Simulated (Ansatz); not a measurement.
Basis sets compared for SeMe2 (C2H6Se). The state is a singlet with charge 0. Geometry PBE0-D4/def2-TZVP. Ansatz on 4 threads of Intel Xeon on a shared host; times are rough, and most runs start from earlier orbitals.

```tsv
atom	x (Å)	y (Å)	z (Å)
Se1	-1.0537	0.7335	-0.1688
C2	0.7648	1.1874	0.3338
H3	1.4578	0.9082	-0.4592
H4	1.0344	0.6910	1.2655
H5	0.7971	2.2668	0.4781
C6	-0.7758	-1.1798	-0.3356
H7	-0.4637	-1.6016	0.6193
H8	-0.0316	-1.3880	-1.1038
H9	-1.7292	-1.6174	-0.6294
```

Binding counts from free atoms (Se triplet, C triplet, H doublet) in the same basis, without a counterpoise term.

```tsv
level	functions	energy (Eh)	HOMO (eV)	LUMO (eV)	binding per atom (eV)	wall time
PBE-D4/def2-SVP	90	-2480.5417	-4.65	-0.06	3.68	2.2 s
PBE0-D4/def2-SVP	90	-2480.6380	-5.87	0.87	3.64	5.5 s
```

Question: Estimate the rows for PBE-D4/def2-TZVP, PBE0-D4/def2-TZVP.

Answer: 
| level | functions | energy (Eh) | HOMO (eV) | LUMO (eV) | binding per atom (eV) | wall time |
| --- | --- | --- | --- | --- | --- | --- |
| PBE-D4/def2-TZVP | 146 | -2480.9284 | -4.84 | -0.43 | 3.67 | 5.6 s |
| PBE0-D4/def2-TZVP | 146 | -2481.0214 | -6.00 | 0.47 | 3.63 | 9.6 s |
